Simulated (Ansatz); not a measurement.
Spectroscopic constants of SbN, closed-shell singlet (the spin of the measured ground state). No spin–orbit coupling.

```
level                 bond energy D_e (kcal/mol)
--------------------  --------------------------
SVWN5/def2-TZVPP                          117.86
PBE/def2-TZVPP                             96.55
r2SCAN/def2-TZVPP                          75.22
B97M-V/def2-TZVPP                          81.15
B3LYP/def2-TZVPP                           82.04
PBE0/def2-TZVPP                            72.68
BHLYP/def2-TZVPP                           54.82
CAM-B3LYP/def2-TZVPP                       75.11
wB97X-V/def2-TZVPP                         77.63
wB97M-V/def2-TZVPP                         73.42
B2PLYP/def2-TZVPP                          91.32
```

The rows run from 54.82 (BHLYP/def2-TZVPP) to 117.86 kcal/mol (SVWN5/def2-TZVPP). The 11 functionals in def2-TZVPP without D3 or D4 span 63.04, from BHLYP to SVWN5.

D_e counts from the fitted minimum to each atom's lowest state at the same level, without counterpoise. The singlet is restricted.

Correlated levels freeze the inner cores; with def2 sets outer-core shells near the valence are correlated too.

Doubts at one or more of the structures used: a restricted determinant that unrestricted orbitals would lower (B2PLYP/def2-TZVPP).

Codes used: Ansatz (Gaussian orbitals). Values without a source in brackets are computed. In def2 rows elements past Kr take small-core potentials, without spin–orbit coupling.

Ansatz is a first-principles code.
